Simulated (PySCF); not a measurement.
Geometry (Å), atoms numbered from 1 in this order:
```xyz
19

S    -0.329   -2.558    1.283
P    -0.202   -0.793    0.493
C    -1.675   -0.008   -0.286
C    -1.310    1.492   -0.351
C     0.128    1.666    0.184
C     1.150    1.102   -0.826
C     1.042   -0.440   -0.817
C     0.220    0.751    1.409
H    -1.865   -0.469   -1.265
H    -2.546   -0.219    0.351
H    -2.005    2.077    0.271
H    -1.390    1.886   -1.375
H     0.339    2.721    0.412
H     2.164    1.410   -0.530
H     0.971    1.517   -1.829
H     0.707   -0.874   -1.770
H     1.980   -0.942   -0.539
H    -0.521    0.967    2.192
H     1.223    0.693    1.857
```

Non-relativistic Hamiltonian, averaged over atoms made equivalent by symmetry, fast rotation or ring inversion, isolated molecule, one conformer. NMR shieldings at CAM-B3LYP/pcSseg-1/GIAO; geometry from PBE0-D3(BJ)/def2-SVP; PySCF.

**Question.** Predict the 2D correlation tables (HSQC, COSY, HMBC).

**Answer.** 

HSQC (one-bond C–H):
```
            δH            δC
    1.84 (H13)     34.0 (C5)
1.67 (H11/H14)  31.7 (C4/C6)
1.51 (H12/H15)  31.7 (C4/C6)
 1.37 (H9/H16)  30.7 (C3/C7)
1.31 (H10/H17)  30.7 (C3/C7)
1.09 (H18/H19)     39.3 (C8)
```

COSY cross peaks (H two or three bonds apart, from the bond graph; peaks can be absent where the dihedral angle is near 90°):
```
            δH              δH
    1.84 (H13)  1.67 (H11/H14)
    1.84 (H13)  1.51 (H12/H15)
    1.84 (H13)  1.09 (H18/H19)
1.67 (H11/H14)  1.51 (H12/H15)
1.67 (H11/H14)   1.37 (H9/H16)
1.67 (H11/H14)  1.31 (H10/H17)
1.51 (H12/H15)   1.37 (H9/H16)
1.51 (H12/H15)  1.31 (H10/H17)
 1.37 (H9/H16)  1.31 (H10/H17)
```

HMBC (two and three bonds, from the bond graph):
```
            δH                                                δC
    1.84 (H13)             39.3 (C8), 31.7 (C4/C6), 30.7 (C3/C7)
1.67 (H11/H14)  39.3 (C8), 34.0 (C5), 31.7 (C4/C6), 30.7 (C3/C7)
1.51 (H12/H15)  39.3 (C8), 34.0 (C5), 31.7 (C4/C6), 30.7 (C3/C7)
 1.37 (H9/H16)  39.3 (C8), 34.0 (C5), 31.7 (C4/C6), 30.7 (C3/C7)
1.31 (H10/H17)  39.3 (C8), 34.0 (C5), 31.7 (C4/C6), 30.7 (C3/C7)
1.09 (H18/H19)             34.0 (C5), 31.7 (C4/C6), 30.7 (C3/C7)
```

Chemical shifts δ = σref − σ; ¹H (31.33 ppm), ¹³C (182.45 ppm) vs TMS, all at this level.

Short H···H contacts in this conformer between protons four or more bonds apart (candidates for NOE cross peaks, intensity ∝ r⁻⁶): H14···H19 2.66 Å.

Shifts are as computed, not scaled to solution data. Of 1313 compounds with measured shifts, 239 miss one by over three times the rms of a fit or turn the order of signals round; such compounds aren't used in these exercises.
